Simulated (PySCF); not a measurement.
# Correlation energy of Te⁺ (tellurium, charge +1)

[Kr] 4d10 5s2 5p3, high-spin 4S determinant. Calculation: PySCF 2.14, in x2c-QZVPPall (13s9p7d4f1g, 112 functions); the spin-free X2C one-electron Hamiltonian (Gaussian nucleus). Frozen: [Kr] 4d10; 5 electrons correlated.

```json
{"level": "CCSD", "correlation energy (mhartree)": "-79.48"}
{"level": "(T)", "correlation energy (mhartree)": "-2.64"}
{"level": "CCSD(T)", "correlation energy (mhartree)": "-82.12"}
```

Diagnostics: T1 = 0.0026, D1 = 0.0065, largest double amplitude 0.046.

Task: Is a single reference adequate?

Result: Yes, within this model without spin-orbit coupling: T1 lies below 0.03 and no double amplitude reaches 0.07.
